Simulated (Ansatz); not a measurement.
```xyz
6

B     0.724    0.413    0.717
Ga   -0.635   -0.364   -0.629
H     0.495    0.472    1.892
H     1.792    0.836    0.374
H    -0.659   -1.891   -1.015
H    -1.719    0.534   -1.338
```

The species carries charge 0 and has multiplicity 1.

(1) List the ωB97M-V/def2-TZVPP orbital energies in eV (the Gaussian-basis code of Ansatz). (Estimate.)

Answers

(1) Ansatz gave: Occupied: -10153.32, -1256.88, -1111.07, -1110.96, -1110.95, -188.35, -154.16, -106.70, -106.39, -106.36, -25.76, -25.63, -25.62, -25.47, -25.44, -17.02, -14.52, -12.34, -10.65, -9.77. Lowest empty: -0.29, 0.12, 2.85, 3.06, 3.45, 4.24, 4.39, 4.92.
